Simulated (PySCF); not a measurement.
From one molecule to another.

First species: C3H9PS.
SMILES: `CP(C)(C)=S`

Second species: C7H5ClO.
SMILES: `O=C(Cl)c1ccccc1`

Levels: PBE0/pcSseg-1 for dipole moment, HOMO energy, LUMO energy and HOMO–LUMO gap; GFN2-xTB for rotational constant A and rotational constant C. Geometries: GFN2-xTB. Each structure is a single optimised conformer of the isolated species, non-relativistic unless stated. Electronic properties by PySCF.

Dipoles, sizes and rotational constants follow the conformer. The torsions of the flexible species, by atom-mapped SMILES:
- `[O:1]=[C:2]([Cl:3])[c:4]1[cH:5][cH:6][cH:7][cH:8][cH:9]1`: O1–C2–C4–C5 180°

Values for the first species:

* Dipole moment: 4.88 D
* HOMO energy: -6.32 eV
* LUMO energy: 0.85 eV
* HOMO–LUMO gap: 7.17 eV
* Rotational constant A: 3.545 GHz
* Rotational constant C: 2.322 GHz

(1) Estimate the same properties for the second species, and the change in each.

Results:

(1) 
```
             property      first     second  second less first
        dipole moment     4.88 D     4.05 D            -0.83 D
          HOMO energy   -6.32 eV   -8.08 eV           -1.76 eV
          LUMO energy    0.85 eV   -2.24 eV           -3.09 eV
        HOMO–LUMO gap    7.17 eV    5.84 eV           -1.33 eV
rotational constant A  3.545 GHz  3.173 GHz         -0.372 GHz
rotational constant C  2.322 GHz  0.731 GHz         -1.591 GHz
```

On the first: A dipole of 4.88 D is allowed in C3v, and pure rotational transitions are dipole-allowed. The dipole equals about 16.3 × 10⁻³⁰ C·m (1 D = 3.33564 × 10⁻³⁰ C·m).

On the second: The dipole equals about 13.5 × 10⁻³⁰ C·m (1 D = 3.33564 × 10⁻³⁰ C·m).
